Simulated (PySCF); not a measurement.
Unknowns

- GIAO PBE0/pcSseg-1 shieldings
- geometry from GFN2-xTB
- program: PySCF
- single conformer, no solvent, equivalent nuclei averaged, relativity neglected

Shifts are taken against calculated references (same method and geometry level): TMS for 1H and 13C. Splittings of carbon signals by F and P are missing where no couplings were computed. Where no couplings were computed, multiplicities follow the n + 1 count of equivalent neighbours, and m marks all less simple cases (inequivalent or close neighbours, rings, F or P nearby). Shifts are as computed. Against solution values, carbons near 30 ppm lie about +3 ppm off and those near 130 ppm about +5 ppm; carbons on Cl a further +6 ppm. Of 1211 compounds with measured shifts, 218 miss one by over three times the rms of a fit or turn the order of signals round; such compounds aren't used in these exercises. Carbons bonded to Cl come out too deshielded.

**Question.** C4H4ClFO. 1H NMR (500 MHz, computed): δ 6.27 (m, 1H), 6.26 (m, 1H), 5.20 (m, 1H), 4.97 (m, 1H). 13C{1H} NMR (computed): δ 142.8 (C), 136.1 (CH), 120.6 (CH), 79.1 (CH2). Identify the compound.

**Answer.** SMILES F[C@H]1OCC=C1Cl. The formula gives 2 degrees of unsaturation (1 ring in the answer). 4 carbon signals for 4 carbons: no two carbons are equivalent. Carbon types of the structure: 1 × C, 2 × CH, 1 × CH2, which accounts for all hydrogens. δC 142.8: fully substituted alkene carbon; the olefinic region. δC 136.1: alkene CH; as expected for a trigonal carbon in a double bond. δC 120.6: allylic sp3 CH bonded to F and O; 2 electronegative neighbours deshield it. δC 79.1: allylic sp3 CH2 bonded to O; the inductive effect lowers its shielding.

The shifts were computed for this structure.

**Question.** C4H11NSi. 1H NMR (300 MHz, computed): δ 6.29 (m, 1H), 4.75 (s, 3H), 4.04 (m, 1H), 3.98 (m, 1H), 3.26 (q, 2H), 1.16 (t, 3H). 13C{1H} NMR (computed): δ 145.4, 85.6, 43.8, 12.6. Give a structure.

**Answer.** SMILES C=CN([SiH3])CC. The formula gives 1 degree of unsaturation (no ring in the answer). 4 carbon signals for 4 carbons: no two carbons are equivalent. Carbon types of the structure: 1 × CH, 2 × CH2, 1 × CH3, leaving 3 H on heteroatoms. δC 145.4: alkene carbon bearing nitrogen; an sp2 carbon further deshielded by the attached heteroatom. δC 85.6: β carbon of an enol-ether or enamine type C=C; the O or N lone pair pushes π density onto this β carbon and shields it. δH 6.29: hydrogen on an alkene carbon bearing nitrogen; a vinylic proton, deshielded by the sp2 carbon and the C=C anisotropy. δH 3.26: hydrogen on an sp3 CH2 bonded to N; its carbon carries N, an electronegative neighbour.

This is the structure that produced the data.
